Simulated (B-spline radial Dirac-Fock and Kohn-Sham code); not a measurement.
## Relativistic shifts of the levels of Pd⁺

System: palladium as Pd⁺, configuration [Kr] 4d9.

Both columns are ΔSCF binding energies of the configuration average from a radial B-spline solver: non-relativistic Hartree-Fock with a point nucleus, and Dirac-Fock with a finite nucleus and the Coulomb interaction alone, averaged over the two j levels with weights 2j+1.

```
shell  Hartree-Fock (eV)  Dirac-Fock (eV)  shift (eV)  shift (%)
   1s            23715.9          24441.7     +725.81      +3.06
   2s             3461.7           3636.7     +174.90      +5.05
   2p             3202.1           3251.2      +49.08      +1.53
   3s              657.3            692.8      +35.57      +5.41
   3p              552.6            563.2      +10.60      +1.92
   4s              105.8            112.3       +6.51      +6.15
   4p              71.94            73.66       +1.72      +2.40
   4d              19.02            18.64       -0.39      -2.03
```

Relativity binds 1s, 2s, 2p, 3s, 3p, 4s, 4p more strongly, among those listed most of all 4s in relative terms, and 4d more weakly, because the contracted s and p shells screen the nucleus better.

Values without a named source are computed, but for edge energies of neutral atoms, which are taken from tables.
